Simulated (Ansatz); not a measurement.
CH5NSSi (`C=N[SiH2]S`), 9 atoms. Total charge 0; spin multiplicity 1. All runs use 2 threads of an Intel Xeon Platinum 8488C on a shared host. Correlated methods freeze the cores.

Give the basis size and wall time and peak host memory of each of these runs in Ansatz. RHF-MP2/def2-QZVPP energy; direct RPA on PBE orbitals/def2-TZVPP energy; RKS PBE0-D4/def2-QZVPP energy; RKS ωB97M-V/def2-QZVPP energy; RKS B2PLYP (frozen core)/def2-TZVPP energy; RKS ωB97M-V/def2-SVP energy; RHF-CCSD(T)/def2-SVP energy; RKS PBE0-D4/def2-TZVP relaxation (9 steps); RKS HSE06 (plane-wave form)-D4/def2-TZVPP energy; RKS B97M-V/def2-TZVPP energy; RKS BLYP-D4/def2-TZVPP energy; RHF-CCSD(T)/def2-TZVPP energy. (An estimate is asked.)

Computed: Other jobs shared the machine, so times are rough.

```csv
level,job,functions,wall time,peak host memory (GiB)
RKS BLYP-D4/def2-TZVPP,energy,216,1.9 s,0.26
RHF-CCSD(T)/def2-SVP,energy,89,2.6 s,0.4
RKS HSE06 (plane-wave form)-D4/def2-TZVPP,energy,216,3 s,0.49
RKS ωB97M-V/def2-SVP,energy,89,3.3 s,0.4
direct RPA on PBE orbitals/def2-TZVPP,energy,216,3.9 s,0.42
RKS B2PLYP (frozen core)/def2-TZVPP,energy,216,4.9 s,0.48
RKS B97M-V/def2-TZVPP,energy,216,7 s,0.33
RKS PBE0-D4/def2-QZVPP,energy,404,8 s,1.1
RKS ωB97M-V/def2-QZVPP,energy,404,15 s,1.4
RHF-MP2/def2-QZVPP,energy,404,18 s,1.9
RKS PBE0-D4/def2-TZVP,relaxation (9 steps),166,29 s,0.38
RHF-CCSD(T)/def2-TZVPP,energy,216,52 s,3
```
